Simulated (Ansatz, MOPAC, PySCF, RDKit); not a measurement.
Complex: AsH3 (SMILES [AsH3]) (first 4 atoms) with H4OSi (SMILES O[SiH3]); geometry from B3LYP-D3(BJ)/def2-TZVP, rigid monomers moved along the line of their centres of mass till As1···O5 is 2.95 Å.
(charge 0, multiplicity 1):
```xyz
10

As    -0.093     0.060     0.409
H     -0.227     0.081    -1.113
H     -0.257    -1.452     0.469
H      1.425    -0.041     0.334
O      0.790    -0.807     3.092
Si    -0.219     0.185     3.954
H      1.733    -0.758     3.264
H     -0.082    -0.057     5.413
H     -1.585    -0.149     3.512
H      0.069     1.616     3.695
```

Counterpoise-corrected where a basis set is named; no monomer relaxation. RDKit's UFF carries no charges.

Rows in 6-31G* carry no dispersion term and start afresh at each structure (6-31G* with six Cartesian d functions); the Pople sets are all-electron and without relativity. The state reached by PM3 isn't checked.

Codes used: Ansatz (a first-principles code); MOPAC for PM3 (differences of heats of formation); PySCF for 6-31G* rows; RDKit for the force fields. Values without a source in brackets are computed.

Problem. One of these levels gives 2.17 kcal/mol for the interaction energy. Which?
A) UFF
B) PBE/def2-TZVPPD
C) HF/6-31G*
D) PM3

Solution. A, UFF. The others give 8.35 (PM3), 2.61 (HF/6-31G*), 0.56 (PBE/def2-TZVPPD)
